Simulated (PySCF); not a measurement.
One of the candidates below gave these computed data.

All candidates are C5H11NOSi2.

| technique | computed result |
| --- | --- |
| Dipole | 2.64 D [PBE0/pcSseg-1] |
| 1H NMR | chemical shifts (computed TMS as zero) by class: 6.31 (1 H), 4.16 (2 H), 4.00 (3 H), 3.96 (2 H), 0.25 (3 H) ppm [GIAO PBE0/pcSseg-1] |
| Rotational structure | rotational constants A, B, C: 1.764, 0.655, 0.558 GHz [GFN2-xTB] |
| 13C NMR | chemical shifts (computed TMS as zero) by class: 149.2 (1 C), 127.0 (1 C), 118.0 (1 C), 58.1 (1 C), -7.8 (1 C) ppm [GIAO PBE0/pcSseg-1] |
| NMR, other nuclei | isotropic shieldings of nuclei other than C and H, by class: -59 (1 N), 225 (1 O), 427 (1 Si), 438 (1 Si) ppm [GIAO PBE0/pcSseg-1] |

The electronic properties come from PySCF, for the isolated species, density fitting. Levels stand in brackets. Isolated species at its GFN2-xTB geometry (one conformer only). GFN2-xTB frequencies show an imaginary mode (22i cm⁻¹), so this geometry is no minimum at that level. Each NMR value is the plain mean over a class of atoms that symmetry, rotation or inversion makes alike.

Problem. Which candidate is it?
A. `CO/C(C#N)=C\[SiH2][SiH2]C`
B. `Cc1ccoc1N([SiH3])[SiH3]`
C. `C=C[SiH2]C[C@@H](C#N)O[SiH3]`

Solution. A. It is `CO/C(C#N)=C\[SiH2][SiH2]C`. Numbering: `[CH3:1][O:2]/[C:3]([C:4]#[N:5])=[CH:6]\[SiH2:7][SiH2:8][CH3:9]`. Its formula, C5H11NOSi2, gives 3 degrees of unsaturation: 0 rings and 3 π bonds in the structure found. 5 carbons fall into 5 classes; from least to most shielded: vinylic carbon bearing oxygen [C3] (149.2 ppm), alkene CH carbon [C6] (127.0 ppm), nitrile carbon [C4] (118.0 ppm), methoxy carbon [C1] (58.1 ppm), Si-methyl carbon [C9] (-7.8 ppm). Hydrogen classes from least to most shielded: 1 H on an alkene CH carbon, C6 (6.31 ppm), 2 H on an SiH2 silicon, Si7 (4.16 ppm), 3 H on a methoxy carbon, C1 (4.00 ppm), 2 H on an SiH2 silicon, Si8 (3.96 ppm), 3 H on an Si-methyl carbon, C9 (0.25 ppm). The other shieldings belong to: -59 ppm, nitrile nitrogen [N5]; 225 ppm, ether oxygen [O2]; 427 ppm, SiH2 silicon [Si8]; 438 ppm, SiH2 silicon [Si7]. The optimised geometry has point group C1 and is an asymmetric top.

The others, at the same levels:
- `Cc1ccoc1N([SiH3])[SiH3]` fails: its computed 13C shifts are 158.2 (1 C), 137.0 (1 C), 123.0 (1 C), 101.0 (1 C), 12.8 (1 C) ppm, 1H shifts are 7.02 (1 H), 6.43 (1 H), 4.93 (6 H), 2.39 (3 H) ppm and rotational constant A is 1.610 GHz (against 1.764 GHz).
- `C=C[SiH2]C[C@@H](C#N)O[SiH3]` fails: its computed 13C shifts are 144.5 (1 C), 140.5 (1 C), 125.4 (1 C), 61.8 (1 C), 21.2 (1 C) ppm, 1H shifts are 7.31 (1 H), 6.55 (1 H), 6.24 (1 H), 4.87 (1 H), 4.87 (3 H), 4.85 (1 H), 4.28 (1 H), 1.52 (1 H), 1.24 (1 H) ppm and dipole moment is 3.70 D (against 2.64 D).

Each candidate is one conformer, not necessarily the lowest. Dipoles, sizes and rotational constants follow the conformer. The torsions of the flexible species, by atom-mapped SMILES:
- `[CH3:1][O:2]/[C:3]([C:4]#[N:5])=[CH:6]\[SiH2:7][SiH2:8][CH3:9]`: C1–O2–C3–C4 -4°, C3–C6–Si7–Si8 75°, C6–Si7–Si8–C9 -67°
- `[CH3:1][c:2]1[cH:3][cH:4][o:5][c:6]1[N:7]([SiH3:8])[SiH3:9]`: O5–C6–N7–Si8 17°
- `[CH2:1]=[CH:2][SiH2:3][CH2:4][C@@H:5]([C:6]#[N:7])[O:8][SiH3:9]`: C1–C2–Si3–C4 140°, C2–Si3–C4–C5 79°, Si3–C4–C5–C6 -70°, C4–C5–O8–Si9 78°
